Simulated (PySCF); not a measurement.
A PySCF script (with the pyscf-properties extension) for the NMR shieldings of Difluorochloroborane, BClF$_{2}$, on a PBE0-D3(BJ)/def2-TZVP geometry:

```python
import basis_set_exchange as bse
import numpy as np
from pyscf import gto, dft
from pyscf.prop import nmr

atoms = """
F    -0.720967    1.142555    0.094891
B    -0.066165    0.007768    0.059318
F    -0.396465   -0.943899    0.897297
Cl    1.223457   -0.231449   -1.083810
"""
names = dict.fromkeys(["F", "B", "Cl"], "pcSseg-2")
basis = {el: gto.basis.parse(bse.get_basis(n, elements=[el], fmt="nwchem")) for el, n in names.items()}
mol = gto.M(atom=atoms, basis=basis, charge=0, verbose=0)
mf = dft.RKS(mol, xc="GGA_XC_KT3")
mf.grids.level = 2
mf.grids.alignment = dft.numint.BLKSIZE   # the property module wants whole blocks of grid points
mf.conv_tol = 1e-9
mf.kernel()

calc = nmr.RKS(mf)   # GIAO
sigma = calc.kernel()   # uncoupled for a functional without exact exchange
for i, s in enumerate(sigma):   # ppm
    w = np.linalg.eigvalsh((s + s.T) / 2)
    print("%2d %-2s iso %8.1f  s11 %8.1f  s22 %8.1f  s33 %8.1f" % (i, mol.atom_pure_symbol(i), w.mean(), *w))
```

Question: What are the results?

Answer: 
```
 0 F  iso    243.2  s11     93.1  s22    304.9  s33    331.5
 1 B  iso     79.5  s11     72.1  s22     73.9  s33     92.7
 2 F  iso    243.2  s11     93.1  s22    304.9  s33    331.6
 3 Cl iso    874.8  s11    716.7  s22    890.4  s33   1017.1
```

These numbers come from an equivalent density-fitted implementation of the same equations, which agrees with the script to about 0.01 ppm for H and up to a few tenths of a ppm for heavy atoms, so last digits may differ.

Question: Turn these shieldings into chemical shifts. References, each an isolated molecule treated in the same way: $^{19}$F (145.48 ppm) vs CFCl3; $^{11}$B (98.26 ppm) against BF3·OEt2; $^{35}$Cl (942.39 ppm) against HCl.

Answer: Averaging equivalent atoms: F 0/2: -97.7; B 1: 18.7; Cl 3: 68 ppm. Unscaled 19F shifts against computed CFCl3 carry errors that often reach 10 to 50 ppm.

Size and cost of the density-fitted run: 151 basis functions, 12 s wall time on 1 thread of an Arm Neoverse N1, shared host; peak memory 0.54 GiB.
